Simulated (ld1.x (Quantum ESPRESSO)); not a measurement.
# iodine (I): one change to a PAW potential, before and after

I, PAW, made with ld1.x (Quantum ESPRESSO) 7.5 (PBE, scalar-relativistic). Core [Kr], reference 4d10 5s2 5p5. Waves: 5s (bound): rcut 1.55, rcutus 1.75 bohr; 5s channel at 1.7 Ry: rcut 1.55, rcutus 1.75 bohr; 5p (bound): rcut 1.60, rcutus 1.80 bohr; 5p channel at -0.15 Ry: rcut 1.60, rcutus 1.80 bohr; 4d (bound): rcut 1.25, rcutus 1.50 bohr; 4d channel at -3.3 Ry: rcut 1.25, rcutus 1.50 bohr. Local part: all-electron potential smoothed inside 1.65 bohr (lloc = -1). Core correction: Bessel-smoothed model core inside 1.35 bohr. Augmentation charge: PSQ, inside the norm-conserving radii.

All-electron outer shells of the reference configuration (PBE, scalar-relativistic, ld1.x):

```csv
shell,level (eV),outermost node (bohr),outermost maximum (bohr)
4s,-180.60,0.37,0.68
4p,-127.57,0.37,0.72
4d,-50.28,0.35,0.78
5s,-17.41,0.88,1.70
5p,-7.09,0.96,2.02
```

Change: local potential all-electron potential smoothed inside 0.68 bohr (lloc = -1).

Cutoffs: the cutoffs (Ry, on a coarse ladder) from which the occupation-weighted sum of valence levels, in a spherical-Bessel basis at the reference potential, stays within 10 and 1 mRy of its value at 400 Ry; they do not see the model core or the augmentation charge, which bear on the density cutoff. Errors are all-electron minus pseudo energies relative to the spin-unpolarised reference configuration.

Task: How do hardness, ghosts and transferability respond?

Result: The potential gets neither clearly harder nor softer (70 Ry and 110 Ry → 80 Ry and 110 Ry); a bound ghost appears in d, p, s, which as a rule spoils a file; of the 7 tests that both files solve, the error grows in 4 and shrinks in 0 by more than 15 % and 0.3 meV (median size 8.6 → 11.0 meV); the range in which the s phases agree widens (upper end 1.8 → at the end of the scan); the range in which the p phases agree widens (upper end 0.6 → 3.9). A state that the projectors do not describe sees the local part alone, so a deeper or shallower local part can create or remove a ghost. That the errors move this way runs against the usual rule that smaller radii transfer better.

```tsv
quantity	base	changed
cutoff, loose	70 Ry	80 Ry
cutoff, tight	110 Ry	110 Ry
loose cutoff by channel (10 mRy a level)	s 10 Ry, p 6 Ry, d 45 Ry	s 12 Ry, p 6 Ry, d 45 Ry
bound ghosts	none	s, p, d
error for 4d10 5s2 5p4, meV [ΔE 11.13 eV]	-3.1	-3.5
error for 4d10 5s2 5p3, meV [ΔE 30.98 eV]	-8.6	-11
error for 4d10 5s2 5p2, meV [ΔE 60.31 eV]	-18	-26
error for 4d10 5s2 5p1, meV [ΔE 99.73 eV]	-35	-53
error for 4d10 5s1 5p5, meV [ΔE 22.11 eV]	-4.4	-4.6
error for 4d9 5s2 5p6, meV [ΔE 45.86 eV]	-144	-178
error for 4d10 5s2 5p4.5, meV [ΔE 4.53 eV]	-1.2	-1.3
s: phases at 1.96 bohr within 0.05 rad from the reference energy up to (Ry; the scan ends near 5)	1.8	to the end of the scan
p: phases at 1.96 bohr within 0.05 rad from the reference energy up to (Ry; the scan ends near 5)	0.6	3.9
d: phases at 1.96 bohr within 0.05 rad from the reference energy up to (Ry; the scan ends near 5)	to the end of the scan	to the end of the scan
lowest overlap eigenvalue by channel	s 0.45, p 0.57, d 1.00	s 0.13, p 0.53, d 1.00
```

 A true bound ghost makes a file unfit for plane-wave use even where its test errors are small: the radial tests pick states by their node count and pass the ghost by.
